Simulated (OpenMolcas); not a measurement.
**V2+: moving the ligands**

V2+ with 6 ligands (water) in octahedral coordination (Th) at 2.15 Å. Ligand basis ANO-RCC-VDZP.

```yaml
Program: OpenMolcas
Method: CASSCF
Basis: ANO-RCC-VDZP [5s4p2d1f]
Scalar_Hamiltonian: DKH2, point nucleus
Active_space: 3 electrons in 5 orbitals (3d)
State_averaging: 2S+1 = 4 even, 10 roots; 2S+1 = 2 even, 40 roots
Spin-orbit_coupling: state interaction with AMFI integrals over the reference wave functions
```

Runs around this geometry, states (labels of O, taken over from Oh, the nearest higher group). Energies in cm-1 above the lowest state or level, χT in cm3 K/mol; 10Dq and B are least-squares fits to the states below 45000 cm-1, weighted by degeneracy, with a free offset, and given where the rms deviation is under 5 % of |10Dq| (or 100 cm-1) and under 700 cm-1.

| R (Å) | Ground state | First state of that spin | 10Dq | B (rms of fit) | First gap with spin-orbit (degeneracies) | χT at 300 K | First state of another spin |
| --- | --- | --- | --- | --- | --- | --- | --- |
| 2.1 | 4A2 | 4T2 12039 | 12455 | 919 (182) | 11972 (4, 2) | 1.855 | 2E 16466 |
| 2.15 | 4A2 | 4T2 10450 | 10911 | 915 (158) | 10383 (4, 2) | 1.852 | 2E 16452 |
| 2.27 | 4A2 | 4T2 7442 |  |  | 7376 (4, 2) | 1.841 | 2E 16384 |

Taking the first state of the same spin as R^-n, n = -ln(7442 / 12039) / ln(2.27 / 2.1) = 6.2 between the shortest and longest distance.

Without dynamic correlation the repulsion within the d shell is too large (B by tens of per cent), so at a given field states of lower spin stand too high. Ligand-to-metal charge-transfer states are missing. With no ligand orbital active B as a rule stays too high, so bands that hang on it stand too high and its fall with covalency is understated. With metal d orbitals alone and no dynamic correlation the field as a rule comes out too small, by tens of per cent, by up to half for chloride and softer ligands. No measured value stands beside these numbers; the geometry was imposed, not optimised, and the real ion may take another.
